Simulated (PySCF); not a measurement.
# M06-L on Ga²⁺ (gallium, charge +2)

Configuration: [Ar] 3d10 4s1, 2S determinant. Computed with PySCF 2.14 in cc-pVDZ-DK, with scalar relativity by spin-free X2C-1e.

```
Total energy                        : -1942.694 hartree
One-electron energy                 : -2684.882 hartree
Hartree (Coulomb) energy            : 817.745 hartree
Exchange-correlation energy         : -75.557 hartree
⟨S²⟩                                : 0.7507
⟨L²⟩                                : 0.000
Sum of ⟨r⟩                          : 17.08 bohr
Sum of ⟨r²⟩                         : 17.64 bohr²
Langevin diamagnetic susceptibility : -14.0 ×10⁻⁶ cm³/mol
Time after the integrals            : 0.45 s of wall time on 1 thread of Neoverse-V2 (shared host)
```

```
shell  electrons  mean orbital energy (eV)  rms radius, mean of both spins (bohr)
 1s α          1                  -10266.4                                 0.0560
 1s β          1                  -10266.4                                 0.0560
 2s α          1                   -1296.3                                  0.236
 2s β          1                   -1296.2                                  0.236
 2p α          3                   -1128.1                                  0.211
 2p β          3                   -1128.1                                  0.211
 3s α          1                   -174.63                                  0.698
 3s β          1                   -174.57                                  0.698
 3p α          3                   -122.99                                  0.735
 3p β          3                   -122.92                                  0.735
 3d α          5                   -40.078                                  0.902
 3d β          5                   -39.900                                  0.902
 4s α          1                   -26.464                                   2.21
```

Densities and radii are taken from the X2C orbitals without a picture-change correction, which distorts them close to the nucleus.
